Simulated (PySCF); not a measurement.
Continuum solvent and chemical shifts

Geometry:
```tsv
atom	x (Å)	y (Å)	z (Å)
C1	1.969	-0.236	-0.019
C2	0.494	-0.159	-0.048
C3	-0.468	-1.004	-0.442
C4	-1.841	-0.485	-0.282
C5	-1.921	0.749	0.230
S6	-0.279	1.353	0.551
O7	-0.049	1.485	1.986
O8	0.057	2.456	-0.343
H9	2.333	-0.112	1.014
H10	2.327	-1.196	-0.414
H11	2.401	0.585	-0.614
H12	-0.271	-1.997	-0.851
H13	-2.713	-1.079	-0.565
H14	-2.793	1.363	0.453
```

GIAO PBE0/pcSseg-1 in PySCF on one PBE0-D3(BJ)/def2-SVP conformer, non-relativistic, equivalent nuclei averaged. Solvents enter as an IEF-PCM continuum (tetrahydrofuran with ε = 7.4) around the gas-phase geometry. Shifts are referred to TMS, CS2 computed in the same medium.

Gas phase, δ in ppm: C2 156.1, C5 140.4, C4 135.0, C3 123.8, C1 11.5, S6 338.0, H13 6.59, H14 6.55, H12 6.05, H9/H10/H11 2.23. Dipole moment 4.64 D.

(1) How does each δ change in the continuum?

(2) Which nuclei move most (in ppm), and what does the model miss?

Answers

(1) 
| atoms | environment | Δδ, tetrahydrofuran |
| --- | --- | --- |
| C2 | fully substituted alkene carbon | +0.9 |
| C5 | alkene CH | +0.1 |
| C4 | alkene CH | +5.2 |
| C3 | alkene CH | +4.0 |
| C1 | allylic methyl carbon | +0.3 |
| S6 | sulfone sulfur | +3.7 |
| H13 | hydrogen on an alkene CH | +0.47 |
| H14 | hydrogen on an alkene CH | +0.26 |
| H12 | hydrogen on an alkene CH | +0.45 |
| H9/H10/H11 | hydrogen on an allylic methyl carbon | +0.08 |

Changes are relative to the gas phase. The dipole moment becomes 5.92 D in tetrahydrofuran.

(2) C4 (alkene CH, +5.2 ppm) in tetrahydrofuran. A continuum only polarises the solute; specific hydrogen bonds, the anisotropy of aromatic solvents and changes of geometry or conformer are outside it.
